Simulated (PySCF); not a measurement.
Species: C4H11BO.
Z-matrix (Å and degrees, PBE0-D3(BJ)/def2-SVP geometry), rows numbered from 1:
```
B 
O   1  1.6158
C   2  1.4376  1  117.47
C   3  1.5130  2  103.59  1  -162.05
C   4  1.5270  3  101.70  2    37.11
C   2  1.4453  1  117.49  3  -136.82
H   1  1.2206  2  104.09  3  -168.83
H   1  1.2291  2  104.35  3    71.19
H   1  1.2208  2  103.92  3   -48.69
H   3  1.0972  2  107.30  1    75.41
H   3  1.1026  2  108.25  1   -42.29
H   4  1.1016  3  110.47  2   -80.66
H   4  1.0987  3  112.37  2   158.61
H   5  1.1010  4  110.02  3    79.46
H   5  1.0987  4  113.51  3  -159.64
H   6  1.0978  2  107.74  1    15.75
H   6  1.1000  2  107.00  1  -101.64
```

Mulliken charges (e) from the PBE0/pcSseg-1 density (PySCF), one withheld:

```csv
atom,bonded to,charge
B1,O2 H7 H8 H9,-0.0060
O2,B1 C3 C6,-0.5711
C3,O2 C4 H10 H11,?
C4,C3 C5 H12 H13,-0.2683
C5,C4 C6 H14 H15,-0.3039
C6,C5 O2 H16 H17,+0.1226
H7,B1,-0.0721
H8,B1,-0.0904
H9,B1,-0.0773
H10,C3,+0.1539
H11,C3,+0.1388
H12,C4,+0.1383
H13,C4,+0.1468
H14,C5,+0.1429
H15,C5,+0.1456
H16,C6,+0.1584
H17,C6,+0.1388
```

Problem. What is the charge on C3?

Solution. The charges add up to the total charge, 0. The others sum to -0.1030, which leaves +0.1030 e for C3 (sp3 carbon bound to oxygen); the computed value is +0.1028, the difference coming from rounding.

Problem. Add each hydrogen's charge to the atom that carries it.

Solution. B1 -0.2458, C3 +0.3955, C4 +0.0168, C5 -0.0154, C6 +0.4198. Atoms without hydrogen keep their charges.

Problem. Across which bond do the charges differ most?

Solution. C6–O2: +0.1226 on C6 against -0.5711 on O2, a difference of 0.6937 e. The lower charge is on the more electronegative element of the two (Pauling values: O 3.44, C 2.55).

Problem. Take the bonds between elements whose Pauling electronegativities differ by more than 0.25. In how many does the more electronegative atom carry the lower charge?

Solution. In 11 of 11.

Problem. How much positive and how much negative charge does this set hold in all?

Solution. +1.3889 e on 10 atoms and -1.3891 e on 7.

The Mulliken scheme counts on each atom the diagonal of the density matrix times the overlap matrix over that atom's basis functions. Geometry: PBE0-D3(BJ)/def2-SVP, one conformer, isolated molecule.

The run behind these numbers computed NMR shieldings as well. Hardware: an AMD EPYC 9R14 with one thread (shared host). Cost: 12 s wall, 0.84 GiB resident at most.
